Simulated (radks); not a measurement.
Tl IV, configuration [Xe] 4f14 5d8 6s2 (not the ground configuration).

Method: Dirac Kohn-Sham, PBE, spin-unpolarised, spherical densities, point nucleus; open shells fill j = l - 1/2 first; computed with a radial shooting solver on a logarithmic mesh with Libxc functionals.

Energy parts (eV):
| part | energy |
|---|---|
| total | -552012.03 |
| kinetic | 639970.98 |
| electron-nucleus | -1392291.39 |
| Hartree | 210664.68 |
| exchange-correlation | -10356.30 |

Orbitals (lengths in bohr, moments of r in powers of bohr; r(max) is where P^2 peaks):
orbital	occ.	eigenvalue (eV)	r(max)	<r^4>
1s1/2	2	-85528.97	0.01002	3.754e-07
2s1/2	2	-15246.82	0.05834	0.00005410
2p1/2	2	-14634.38	0.04279	0.00003200
2p3/2	4	-12568.38	0.05039	0.00005093
3s1/2	2	-3668.128	0.1642	0.001958
3p1/2	2	-3392.583	0.1530	0.001701
3p3/2	4	-2933.244	0.1684	0.002394
3d3/2	4	-2479.813	0.1309	0.001576
3d5/2	6	-2381.742	0.1351	0.001745
4s1/2	2	-848.4677	0.3693	0.04326
4p1/2	2	-729.8396	0.3671	0.04584
4p3/2	4	-618.1533	0.3985	0.06368
4d3/2	4	-424.8985	0.3903	0.07436
4d5/2	6	-404.0639	0.3998	0.08204
5s1/2	2	-168.3187	0.8077	1.051
4f5/2	6	-154.5873	0.3557	0.1322
4f7/2	8	-149.9826	0.3602	0.1398
5p1/2	2	-128.2798	0.8483	1.428
5p3/2	4	-107.6321	0.9247	2.063
5d3/2	4	-52.0551	1.076	5.662
5d5/2	4	-49.5543	1.107	6.414
6s1/2	2	-38.1398	1.900	35.15
6p1/2	0	-28.7771	2.157	62.70
6p3/2	0	-25.9991	2.361	86.76

The highest occupied level is 6s1/2 at -38.140 eV. The density falls to 0.001 e/bohr^3 at r = 3.56 bohr.
